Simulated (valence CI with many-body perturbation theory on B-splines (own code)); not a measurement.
**In X: E2, M1 decay**

Calculated by valence CI with perturbative core correlation (CI+MBPT): four valence electrons over a frozen Dirac-Fock core [Kr], a basis of 7 s, 7 p, 8 d, 6 f, 4 g, 1 h functions for each j, with the one-electron correlation potential Σ1, the two-electron term Σ2, the three-electron term Σ3, Breit, model QED; selected CI, second order for the rest, scaled by the run's own slope (own B-spline code, finite nucleus).

No measured spectrum was set against this ion. As an estimate, terms of the open shell hold to 2 to 4 % of their energy, and close levels can change places. Excitations out of the core, of the other parity, are not computed and may begin above about 48.2 eV (a cautious bound); beyond it only levels of the ground parity were kept, without lifetimes.

Lines 51 to 100 of 120 in falling wavelength, among levels below 389110 cm⁻¹, chosen from the decays that carry over 1 % of a level's rate. Wavelengths and rates use the calculated energies, so an error of 2000 cm⁻¹ moves a line at 5042 Å by 10 % and its rate by three times that or more. Electric multipoles are in the length gauge, E1 and E2 with the static RPA response of the core. Weak lines are less certain than strong ones. Lines between different terms over intervals too small for the method are left out, as are lines whose strength nearly cancels.

Names give the largest LS component (configuration and term), which can be under half, so a name can repeat, a term be missing and a line seem to break the LS rules; names also repeat where a configuration has a term twice. Letters in brackets count levels of one name in rising energy.

```tsv
λ vac (Å)	Upper	Lower	Type	A (s⁻¹)	Branch %
5042	4d4 3H_5	4d4 5D_4	M1	5.35e-01	23.2
4849	4d4 3G_3	4d4 5D_4	M1	1.24e+00	5.2
4628	4d4 1F_3	4d4 3F_3 [a]	M1	9.90e-01	2.0
4452	4d4 1F_3	4d4 3P_2 [a]	M1	4.88e+00	10.1
4451	4d4 1G_4 [a]	4d4 3H_5	M1	7.27e+00	11.9
4418	4d4 1F_3	4d4 3G_4	M1	4.28e+00	8.9
4381	4d4 3P_0 [a]	4d4 5D_1	M1	9.36e+01	100.0
4380	4d4 3P_2 [b]	4d4 3D_2	M1	1.03e+01	17.8
4350	4d4 3D_1	4d4 3P_0 [a]	M1	1.60e+01	24.6
4256	4d4 3G_3	4d4 5D_3	M1	1.45e+01	60.7
4180	4d4 1S_0 [a]	4d4 3P_1 [a]	M1	8.71e+01	99.4
4015	4d4 3F_4 [a]	4d4 5D_4	M1	1.88e+01	52.5
3961	4d4 1D_2 [a]	4d4 3F_2 [a]	M1	8.06e+00	12.0
3954	4d4 3F_2 [a]	4d4 5D_3	M1	1.13e+00	3.7
3947	4d4 3F_2 [b]	4d4 3D_1	M1	1.18e+01	13.7
3834	4d4 1F_3	4d4 3F_4 [a]	M1	3.64e+00	7.5
3806	4d4 1D_2 [a]	4d4 3P_1 [a]	M1	5.30e+00	7.9
3791	4d4 3F_2 [b]	4d4 3D_2	M1	1.27e+01	14.6
3781	4d4 3G_3	4d4 5D_2	M1	7.17e+00	30.0
3724	4d4 1G_4 [a]	4d4 3H_4	M1	3.55e+00	5.8
3698	4d4 1D_2 [a]	4d4 3G_3	M1	1.70e+01	25.4
3674	4d4 3P_1 [a]	4d4 5D_2	M1	6.26e+01	89.3
3600	4d4 3F_4 [a]	4d4 5D_3	M1	5.42e+00	15.1
3596	4d4 3F_4 [b]	4d4 3D_3	M1	1.69e+01	17.4
3541	4d4 3F_2 [a]	4d4 5D_2	M1	1.60e+01	52.8
3527	4d4 3G_4	4d4 5D_4	M1	1.12e+01	52.5
3439	4d4 3F_4 [b]	4d4 3G_5	M1	9.26e+00	9.5
3404	4d4 3F_3 [a]	4d4 5D_4	M1	4.05e+00	12.1
3293	4d4 1F_3	4d4 3G_3	M1	8.18e+00	16.9
3293	4d4 3P_2 [b]	4d4 3P_2 [a]	E2	7.46e-01	1.3
3212	4d4 3F_2 [a]	4d4 5D_1	M1	1.31e+01	43.2
3202	4d4 3G_4	4d4 5D_3	M1	5.85e+00	27.6
3185	4d4 3P_2 [a]	4d4 5D_3	M1	1.27e+01	63.6
3147	4d4 3F_4 [b]	4d4 3F_3 [a]	M1	8.41e+00	8.6
3117	4d4 3G_5	4d4 5D_4	M1	1.05e+00	6.8
3100	4d4 3F_3 [a]	4d4 5D_3	M1	1.32e+01	39.4
3086	4d4 3P_1 [a]	4d4 5D_0	M1	9.22e-01	1.3
3025	4d4 3F_2 [b]	4d4 3F_3 [a]	M1	3.44e+01	39.8
2999	4d4 3D_3	4d4 5D_4	M1	1.78e+01	44.5
2949	4d4 3F_2 [b]	4d4 3P_2 [a]	M1	3.59e+00	4.1
2911	4d4 3P_2 [a]	4d4 5D_2	M1	5.00e-01	2.5
2840	4d4 3F_3 [a]	4d4 5D_2	M1	6.22e+00	18.6
2814	4d4 1F_3	4d4 3H_4	M1	4.80e+00	9.9
2761	4d4 3D_3	4d4 5D_3	M1	5.83e+00	14.6
2759	4d4 3F_4 [b]	4d4 3F_4 [a]	M1	2.38e+01	24.4
2685	4d4 3P_2 [a]	4d4 5D_1	M1	1.86e+00	9.3
2666	4d4 3P_2 [b]	4d4 3P_1 [a]	M1	8.19e+00	14.1
2613	4d4 3P_2 [b]	4d4 3G_3	M1	3.77e+00	6.5
2579	4d4 3F_4 [b]	4d4 3H_6	E2	2.37e+00	2.4
2568	4d4 3D_2	4d4 5D_3	M1	4.19e+01	66.1
```
